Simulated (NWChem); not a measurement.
System: MgH$_{2}$S$_{2}$; SMILES [SH][Mg][SH]

Input file for NWChem:

```
start job
memory heap 200 mb stack 900 mb global 1100 mb
geometry units angstroms noautoz
  Mg    -0.065421    -0.217193     0.353590
  S      0.051057    -2.521357     0.395084
  H      0.968559    -2.568318    -0.598682
  S     -0.164368     2.088338     0.369093
  H     -1.142428     2.129154    -0.565219
end
basis spherical
  Mg library 6-31g*
  S library 6-31g*
  H library 6-31g*
end
dft
  xc xpbe96 cpbe96
  iterations 150
end
tddft
  nroots 6
end
task tddft energy
```

The geometry was optimised at PBE0/def2-SVP.

Vertical excitations in the gas phase.

### Question
What results follow from this input? (PBE/6-31G* (spherical d), full TDDFT.) Quantities: lowest excitation, singlet (eV); lowest state with f > 0.02, singlet (eV); lowest triplet (eV); orbital gap (eV).

### Answer
```json
{
 "lowest excitation, singlet (eV)": "3.89",
 "lowest state with f > 0.02, singlet (eV)": "3.89",
 "lowest triplet (eV)": "3.61",
 "orbital gap (eV)": "3.80"
}
```
